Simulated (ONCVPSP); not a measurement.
osmium: excitation energies, all-electron against ONCV

ONCVPSP 4.0.1 input, shortened (lines: element, Z, core and valence counts, functional; n l f; lmax; l rc ep ncon nbas qcut; lloc lpopt rc5 dvloc0; l nproj debl; icmod fcfact rcfact), PBE, scalar-relativistic:

```
  Os 76.00   10    4        4      upf
    1    0    2.00
    2    0    2.00
    2    1    6.00
    3    0    2.00
    3    1    6.00
    3    2   10.00
    4    0    2.00
    4    1    6.00
    4    2   10.00
    4    3   14.00
    5    0    2.00
    5    1    6.00
    5    2    6.00
    6    0    1.00
    2
    0    1.70    0.00    3    7    5.90
    1    1.60    0.00    4    7    8.00
    2    1.90    0.00    5    9    7.00
    4    5    1.50    0.00
    0    2    1.40
    1    2    2.10
    2    2    2.90
    3    4.25    1.40
```

In the p channel the program set the typed energies aside and used -2.165, 0.250 Ha.

Energies are relative to the spin-unpolarised reference configuration 5s2 5p6 5d6 6s1; without spin polarisation the order of configurations can differ from experiment.

| valence configuration | charge | ΔE all-electron (eV) | error AE − PS (meV) |
| --- | --- | --- | --- |
| 5s2 5p6 5d6 6s0 | +2 | 16.915 | -8.8 |
| 5s2 5p6 5d5 6s0 | +3 | 45.762 | -12 |
| 5s2 5p6 5d6 6s0 6p2 | 0 | 0.877 | -0.8 |

Task: What are ΔE and the potential's error for 5s2 5p6 5d6 6s2?

Result: ΔE = -9.577 eV all-electron; the error (AE − PS) is +1.1 meV.
